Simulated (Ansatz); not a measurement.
Computed with frozen-core CCSD(T)/cc-pVDZ // B3LYP-D3(BJ)/def2-SVP run with Ansatz (an electronic-structure program). The restricted HF reference is unstable towards unrestricted orbitals.

Ansatz 0.2 input:
```yaml
crystal:
  periodic: [false, false, false]
  atoms:
    - { symbol: B, position_ang: [3.405782, 0.828141, -0.486416] }
    - { symbol: C, position_ang: [1.972253, 0.288063, -0.319769] }
    - { symbol: C, position_ang: [1.717758, -1.099837, -0.064236] }
    - { symbol: C, position_ang: [0.439384, -1.583674, 0.084646] }
    - { symbol: C, position_ang: [-0.677166, -0.706951, -0.01259] }
    - { symbol: C, position_ang: [-2.022689, -1.13707, 0.130183] }
    - { symbol: C, position_ang: [-3.03758, -0.214149, 0.019723] }
    - { symbol: C, position_ang: [-2.705383, 1.145257, -0.2346] }
    - { symbol: N, position_ang: [-1.475832, 1.583663, -0.373054] }
    - { symbol: C, position_ang: [-0.454899, 0.686571, -0.267433] }
    - { symbol: C, position_ang: [0.878254, 1.148134, -0.415197] }
    - { symbol: H, position_ang: [3.588927, 2.001519, -0.700796] }
    - { symbol: H, position_ang: [4.353218, 0.08362, -0.404011] }
    - { symbol: H, position_ang: [2.568746, -1.781233, 0.012146] }
    - { symbol: H, position_ang: [0.260267, -2.644564, 0.279188] }
    - { symbol: H, position_ang: [-2.233533, -2.191947, 0.325225] }
    - { symbol: H, position_ang: [-4.084785, -0.506209, 0.123282] }
    - { symbol: H, position_ang: [-3.509097, 1.88675, -0.323853] }
    - { symbol: H, position_ang: [1.016359, 2.213911, -0.608591] }
basis:
  gaussian: { orbitals: cc-pVDZ }
correlation:
  method: ccsd_t
```

Output:

```
Functional definition: HF
1802 factors; integrals over basis functions are off by at most 1.1e-3 eV
mean field evaluation 1: about -11549.4311 eV, gradient 3.8e1 eV
mean field evaluation 2: about -11549.9722 eV, gradient 3.8e1 eV
mean field evaluation 4: about -11554.7998 eV, gradient 6.6e0 eV
mean field evaluation 8: about -11554.9214 eV, gradient 3.6e-1 eV
mean field evaluation 16: about -11549.4303 eV, gradient 3.8e1 eV
mean field -11554.92298663 eV, -424.6355875506 hartree, gradient 1.8e-6 eV, S^2 0.000000; 0 other end points of the search recorded, 0 dependent functions left out; unrestricted orbitals would lower it
11 core orbitals not correlated
reference -11554.92298663 eV, -424.6355875506 hartree; 26, 26 occupied and 157, 157 virtual orbitals, 1802 factors
second order -38.08386386 eV of doubles, -0.00000000 eV of singles
cycle   1  -38.10695143 eV  change   -2.3e-2 eV  update   1.6e-1
cycle   2  -39.27730502 eV  change    -1.2e0 eV  update   5.3e-2
cycle   3  -39.54649747 eV  change   -2.7e-1 eV  update   2.2e-2
cycle   4  -39.54813256 eV  change   -1.6e-3 eV  update   6.9e-3
cycle   5  -39.55032075 eV  change   -2.2e-3 eV  update   3.2e-3
cycle   6  -39.55180045 eV  change   -1.5e-3 eV  update   9.7e-4
cycle   7  -39.55154529 eV  change    2.6e-4 eV  update   4.0e-4
cycle   8  -39.55148144 eV  change    6.4e-5 eV  update   1.6e-4
cycle   9  -39.55153059 eV  change   -4.9e-5 eV  update   6.7e-5
cycle  10  -39.55151942 eV  change    1.1e-5 eV  update   3.1e-5
perturbative correction -1.86702622 eV, -0.0686119481 hartree
Total energy: -11596.34153227 eV, -426.1576910284 hartree
```

Cost: around 3 core-minutes (rough).
